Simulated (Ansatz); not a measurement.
Cost and result for the atomization energy of C₂H₅FN₂Si (`NC1=C([SiH2]F)N1`) (11 atoms, 11 bonds).

Z-matrix (Å, degrees):
```
Si
F 1 1.605
C 1 1.792 2 111.7
H 1 1.484 2 107.2 3 118.7
H 1 1.481 2 105.6 3 -121.4
C 3 1.301 1 158.8 2 141.6
N 3 1.594 1 137.9 2 -90.6
N 6 1.327 3 154.2 1 -39.0
H 7 1.024 3 108.0 1 99.7
H 8 1.005 6 118.1 3 169.0
H 8 1.005 6 119.6 3 13.2
```

Charge 0, multiplicity 1. All single points use the PBE0-D4/def2-TZVP geometry. It is one conformer, not always the lowest. Program: Ansatz. All runs use 4 threads of an Arm Neoverse V2 on a shared host. Times are those of one run each, without the atoms' runs, and a repeat can differ threefold. Electronic energies, without spin–orbit coupling; frozen cores. CCSD(T)/CBS adds CCSD(T) − MP2 in def2-TZVPP to the MP2 limit, and its time is that of the two runs behind it. T1 = 0.014.

CCSD(T)/CBS is a level of theory with its own doubt, some kJ/mol a heavy atom from the limit and from the frozen cores, so smaller differences don't rank the functionals.

| level | functions | atomization (kcal/mol) | difference from CCSD(T)/CBS | per bond |
| --- | --- | --- | --- | --- |
| MP2/def2-QZVPP | 505 | 1006.1 | 13.9 | 1.3 |
| LDA (SPW92)/def2-TZVPP | 267 | 1169.9 | 177.7 | 16.2 |
| PBE-D4/def2-TZVPP (with forces) | 267 | 1032.4 | 40.2 | 3.7 |
| B97M-V/def2-TZVPP | 267 | 998.2 | 6.0 | 0.5 |
| B2PLYP/def2-TZVPP | 267 | 985.3 | -6.9 | -0.6 |
| r2SCAN-D4/def2-TZVPP (with forces) | 267 | 996.1 | 3.9 | 0.3 |
| CCSD(T)/CBS(def2) | – | 992.2 | 0.0 | 0.0 |
| PBE0-D4/def2-TZVPP | 267 | 1000.5 | 8.3 | 0.8 |
| CCSD(T)/def2-TZVPP | 267 | 957.6 | -34.6 | -3.1 |
| BLYP-D4/def2-TZVPP | 267 | 1006.1 | 13.9 | 1.3 |
| r2SCANh-D4/def2-TZVPP | 267 | 985.9 | -6.3 | -0.6 |
| CCSD(T)/def2-SVP | 113 | 918.5 | -73.7 | -6.7 |
| ωB97X-V/def2-TZVPP | 267 | 1000.1 | 7.9 | 0.7 |

(1) Order the runs by time, with rough figures. (An estimate is asked.)

## Answers

(1) Ansatz gave: LDA (SPW92)/def2-TZVPP 1.3 s; BLYP-D4/def2-TZVPP 2.3 s; PBE-D4/def2-TZVPP (with forces) 2.4 s; PBE0-D4/def2-TZVPP 3 s; r2SCAN-D4/def2-TZVPP (with forces) 4.4 s; r2SCANh-D4/def2-TZVPP 4.7 s; B2PLYP/def2-TZVPP 5.5 s; ωB97X-V/def2-TZVPP 7.5 s; CCSD(T)/def2-SVP 7.5 s; B97M-V/def2-TZVPP 8 s; MP2/def2-QZVPP 22 s; CCSD(T)/def2-TZVPP 3.7 min; CCSD(T)/CBS(def2) 4 min.

In def2-TZVPP, CCSD(T) changes the Hartree–Fock value by +296.4 kcal/mol (the triples alone add +21.1 kcal/mol) and MP2 by +324.1 kcal/mol; breaking electron pairs costs correlation energy, which Hartree–Fock lacks. Leaving LDA and LC-ωPBE aside and taking each functional with its dispersion term where it has one, the values, not all of them listed here, spread over 79.1 kcal/mol, from BHLYP-D4 to PBE-D4. LDA lies +142.7 kcal/mol from PBE without D4, its usual overbinding. From BLYP to BHLYP (50 % exact exchange), in def2-TZVPP and without D4, the atomization energy moves by −47.4 kcal/mol: exact exchange takes away binding that semilocal exchange gives to molecules.
